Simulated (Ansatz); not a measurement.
An input meant for BMe2Cl (C₂H₆BCl) (charge 0, singlet; atoms displaced at random, 0.15 Å in each coordinate; with a point charge).

```yaml
crystal:
  periodic: [true, true, true]
  atoms:
    - {symbol: B, position_ang: [-0.468774, -0.526567, 0.105720]}
    - {symbol: C, position_ang: [1.344171, -0.117147, -0.162262]}
    - {symbol: H, position_ang: [1.439659, -0.476022, 0.862931]}
    - {symbol: H, position_ang: [2.053437, 0.239028, -0.703180]}
    - {symbol: H, position_ang: [1.808437, -1.546471, -0.614665]}
    - {symbol: C, position_ang: [-0.941262, 0.795369, -0.032609]}
    - {symbol: H, position_ang: [-1.115086, 1.055334, -0.766534]}
    - {symbol: H, position_ang: [-0.504970, 1.474592, 0.636078]}
    - {symbol: H, position_ang: [-2.139916, 0.778054, 0.494196]}
    - {symbol: Cl, position_ang: [-1.010647, -1.995098, -0.117461]}
basis:
  gaussian: {orbitals: "6-31++G**", final_grid: {core_spheres: 5, valence_spheres: 4, degree: 11}, point_charges: [{charge: 1.00, position_ang: [4.642, 0.071, -0.388]}]}
hamiltonian: {xc: {name: RPBE}, dispersion: d4, pseudopotentials: {relativity: none}}
scf: {lower_state_search: off}
```

```sh
$ ansatz run in.yaml --threads 4 --pin off --events-out ev --progress --plain --max-ram 3916MiB
```

Shortened log:

```
Error: YAML parse error: error: line 2 column 3: crystal: missing field `lattice` (a structure is typed as `lattice` and `atoms`, a molecule's as `atoms` in Å alone, or read from a run's directory, `checkpoint`)
 --> <input>:2:3
1 | crystal:
2 |   periodic: [true, true, true]
3 |   atoms:
4 |     - {symbol: B, position_ang: [-0.468774, -0.526567, 0.105720]}
```

**Question.** What is wrong with this run?

**Answer.** The species is marked periodic without a cell. The input was rejected before any iteration.
